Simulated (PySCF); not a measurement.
C3H6NO, SMILES [CH2]N(C=O)C, multiplicity 2.

Geometry optimised at PBE-D3(BJ)/def2-SVP. The isomer is the one that the SMILES or the coordinates give; other isomers of the formula were not compared. Other conformers were not sampled.

Computed with PBE-D3(BJ)/def2-SVP run with PySCF.

Harmonic, unscaled wavenumbers; measured fundamentals usually lie a few per cent lower.

```csv
mode,ν (cm⁻¹),IR (km/mol),moving atoms (share of kinetic energy)
1,145,0.3,H 81 %
2,237,0.1,"H 47 %, C 22 %, O 18 %, N 13 %"
3,307,32.7,"H 75 %, C 19 %"
4,314,5.8,"C 37 %, O 36 %, H 19 %, N 8 %"
5,387,29.7,"H 51 %, N 36 %, C 10 %"
6,410,0.8,"C 48 %, H 37 %, N 8 %"
7,478,10.9,"H 72 %, C 18 %, N 9 %"
8,639,6.7,"C 43 %, O 32 %, H 16 %, N 9 %"
9,888,0.2,"H 58 %, C 37 %"
10,912,11.9,"C 64 %, H 31 %"
11,1022,49.0,"C 50 %, H 44 %"
12,1049,0.5,"H 70 %, C 28 %"
13,1095,0.0,"H 74 %, C 20 %"
14,1283,42.3,"H 45 %, N 39 %, C 14 %"
15,1338,23.9,"H 48 %, N 36 %, C 14 %"
16,1355,8.1,"H 73 %, C 12 %, N 11 %"
17,1376,1.2,"H 76 %, C 20 %"
18,1400,10.2,H 97 %
19,1424,2.0,"H 72 %, C 14 %, N 12 %"
20,1456,18.7,"H 66 %, N 21 %, C 13 %"
21,1747,337.0,"C 61 %, O 34 %"
22,2876,76.4,H 92 %
23,2961,47.7,H 97 %
24,3038,17.2,"H 90 %, C 10 %"
25,3080,5.5,"H 91 %, C 9 %"
26,3128,0.6,H 96 %
27,3272,1.0,"H 88 %, C 12 %"
```
